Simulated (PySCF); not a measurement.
CH₃AlBrClO, SMILES [Al]([Br])([Cl])[O]C.

Geometry: TPSSh-D3(BJ)/def2-SVP. The structure was generated by enumeration; whether it is a known compound was not checked. One conformer was computed; it need not be the lowest.

Two levels are set side by side: PBE/def2-TZVP (PySCF) and ωB97X/def2-TZVP (PySCF). Same geometry, gas phase. Differences are taken from unrounded values.

```json
[
 {"quantity": "orbital gap (eV)", "ωB97X": "11.98", "PBE": "5.17", "PBE minus ωB97X": "-6.81"},
 {"quantity": "highest occupied level (eV)", "ωB97X": "-11.03", "PBE": "-7.08", "PBE minus ωB97X": "3.95"},
 {"quantity": "lowest empty level (eV)", "ωB97X": "0.94", "PBE": "-1.91", "PBE minus ωB97X": "-2.85"},
 {"quantity": "dipole moment (D)", "ωB97X": "1.85", "PBE": "1.74", "PBE minus ωB97X": "-0.11"},
 {"quantity": "mean polarisability (bohr³)", "ωB97X": "67.6", "PBE": "72.6", "PBE minus ωB97X": "5.0"}
]
```

Without exact exchange PBE keeps part of each electron's self-repulsion, which lifts occupied levels and narrows the gap. Loosely held outer electrons make PBE densities more polarisable. Differences between two approximate levels are no errors against the true value.

Rough cost on one machine, each run with all the roots and properties that it gave: ωB97X against PBE within a factor of 2.
